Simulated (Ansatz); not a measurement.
Basis-set extrapolation for `COC(=N)[SiH2]F` (PBE0-D4/def2-TZVP geometry, frozen core, Ansatz 0.2.0). Multiplicity 1, RHF reference.

```csv
,def2-TZVPP,def2-QZVPP
HF,-597.103274,-597.127116
MP2 correlation,-1.136135,-1.224626
CCSD(T) correlation,-1.216362,not run
```

Energies in hartree. Use E(X) = E(∞) + A·exp(−7.88·√X) for Hartree–Fock and E(X) = E(∞) + B·X^(−2.97) for correlation, with X = 3 and 4, and add CCSD(T) minus MP2 of the smaller set to the MP2 limit.

Task: What is the CCSD(T) energy at the basis-set limit?

Result: HF limit: -597.127116 + (-0.023842) × 0.13774 = -597.13040. MP2 limit: -1.224626 + (-0.088491) × 0.74074 = -1.29017. Higher-order term: -1.216362 − (-1.136135) = -0.08023. Total: -598.50080 hartree, 475.6 kJ/mol below CCSD(T)/def2-TZVPP.
